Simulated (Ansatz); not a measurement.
Species, as SMILES: [F][Ga] (F-Ga) (closed-shell singlet).
Geometry (B3LYP-D3(BJ)/def2-TZVP, fixed):
```xyz
2

Ga     0.0000     0.0000    -0.4051
F      0.0000     0.0000     1.3954
```

Basis-set convergence of the dipole moment at PBE with Ansatz (a first-principles code). Dipoles come from the density behind the forces; the sign is taken along the dipole that this method gives in the largest set. Cartesian d functions, on some or all atoms, in 6-31G**; all else is spherical. The program fits the integrals of some runs and decomposes those of others, by size. No added dispersion term, no relativity. Reference: the value in aug-pcseg-3, 2.286 D, itself unsure by roughly 0.003 D (its mean distance from aug-cc-pVQZ, def2-QZVPPD). Deviations are taken from unrounded values.

| basis | functions | dipole moment (D) | minus reference (D) |
|---|---|---|---|
| cc-pVDZ | 41 | 1.838 | -0.449 |
| pcseg-1 | 41 | 2.099 | -0.188 |
| def2-SVP | 46 | 1.756 | -0.530 |
| 6-31G** | 50 | 1.660 | -0.626 |
| def2-SVPD | 61 | 2.343 | 0.057 |
| 6-311G** | 62 | 2.041 | -0.245 |
| def2-TZVPPD | 94 | 2.293 | 0.007 |
| aug-pcseg-2 | 105 | 2.289 | 0.002 |
| pcseg-3 | 128 | 2.287 | 0.001 |
| def2-QZVP | 132 | 2.240 | -0.047 |
| def2-QZVPP | 146 | 2.240 | -0.046 |
| def2-QZVPPD | 161 | 2.284 | -0.003 |
| aug-pcseg-3 | 178 | 2.286 | 0.000 |

The smallest set listed that lies within 0.1 D of the reference with all its larger relatives (same family, alike in diffuse functions; a set with none counts only in the reference's own line) is def2-SVPD (61 functions, 0.057 D off). (Relatives not listed, tested too: def2-TZVPD 0.007, pcseg-4 -0.001 D.)
